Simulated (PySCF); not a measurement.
Identify the unknown among the candidates.

All candidates are C6H6F3N.

| technique | computed result |
| --- | --- |
| 1H NMR | chemical shifts (computed TMS as zero) by class: 7.42 (1 H), 4.59 (1 H), 4.30 (1 H), 3.18 (1 H), 2.80 (1 H), 2.79 (1 H) ppm [GIAO PBE0/pcSseg-1] |
| NMR, other nuclei | isotropic shieldings of nuclei other than C and H, by class: -120 (1 N), 277 (1 F), 300 (1 F), 372 (1 F) ppm [GIAO PBE0/pcSseg-1] |
| Dipole | 1.88 D [PBE0/pcSseg-1] |
| 13C NMR | chemical shifts (computed TMS as zero) by class: 168.4 (1 C), 166.0 (1 C), 138.4 (1 C), 69.4 (1 C), 43.8 (1 C), 36.8 (1 C) ppm [GIAO PBE0/pcSseg-1] |
| Rotational structure | rotational constants A, B, C: 2.971, 0.763, 0.711 GHz [GFN2-xTB] |

The electronic properties come from PySCF, for the isolated species, density fitting. Levels stand in brackets. Isolated species at its GFN2-xTB geometry (one conformer only). NMR values are class means; diastereotopic atoms form classes of their own.

Question: Which candidate is it?
A. `FC(F)=C(F)[C@H]1CC=NC1`
B. `C/N=C/CC#CC(F)(F)F`
C. `C/C(=C/C#N)CC(F)(F)F`

Answer: A. It is `FC(F)=C(F)[C@H]1CC=NC1`. Numbering: `[F:1][C:2]([F:3])=[C:4]([F:5])[C@H:6]1[CH2:7][CH:8]=[N:9][CH2:10]1`. Its formula, C6H6F3N, gives 3 degrees of unsaturation: 1 ring and 2 π bonds in the structure found. 6 carbons fall into 6 classes; from least to most shielded: imine carbon [C8] (168.4 ppm), =CF2 carbon [C2] (166.0 ppm), vinylic C–F carbon [C4] (138.4 ppm), ring sp3 carbon bound to nitrogen [C10] (69.4 ppm), ring CH2 carbon [C7] (43.8 ppm), allylic carbon [C6] (36.8 ppm). Hydrogen classes from least to most shielded: 1 H on an imine carbon, C8 (7.42 ppm), 1 H on an sp3 carbon bound to nitrogen, C10 (4.59 ppm), 1 H on an sp3 carbon bound to nitrogen, C10 (4.30 ppm), 1 H on an allylic carbon, C6 (3.18 ppm), 1 H on a ring CH2 carbon, C7 (2.80 ppm), 1 H on a ring CH2 carbon, C7 (2.79 ppm). The other shieldings belong to: -120 ppm, imine nitrogen [N9]; 277 ppm, vinyl fluorine [F1]; 300 ppm, vinyl fluorine [F3]; 372 ppm, vinyl fluorine [F5]. The optimised geometry has point group C1 and is an asymmetric top.

The others, at the same levels:
- `C/C(=C/C#N)CC(F)(F)F` fails: its computed 13C shifts are 164.6 (1 C), 134.1 (1 C), 121.0 (1 C), 108.4 (1 C), 45.5 (1 C), 26.4 (1 C) ppm, 1H shifts are 5.49 (1 H), 3.34 (2 H), 2.21 (3 H) ppm and rotational constant A is 1.919 GHz (against 2.971 GHz).
- `C/N=C/CC#CC(F)(F)F` fails: its computed 13C shifts are 159.1 (1 C), 123.8 (1 C), 93.4 (1 C), 77.9 (1 C), 50.4 (1 C), 29.8 (1 C) ppm, 1H shifts are 7.66 (1 H), 3.69 (3 H), 3.37 (2 H) ppm and rotational constant A is 3.190 GHz (against 2.971 GHz).

Each candidate is one conformer, not necessarily the lowest. The conformers computed, where there is a choice (atom-mapped SMILES and torsion angles):
- `[CH3:1]/[C:2](=[CH:3]/[C:4]#[N:5])[CH2:6][C:7]([F:8])([F:9])[F:10]`: C1–C2–C6–C7 -70°, C2–C6–C7–F8 -47°
- `[CH3:1]/[N:2]=[CH:3]/[CH2:4][C:5]#[C:6][C:7]([F:8])([F:9])[F:10]`: N2–C3–C4–C5 127°

The conformers of `FC(F)=C(F)[C@H]1CC=NC1` aren't listed.
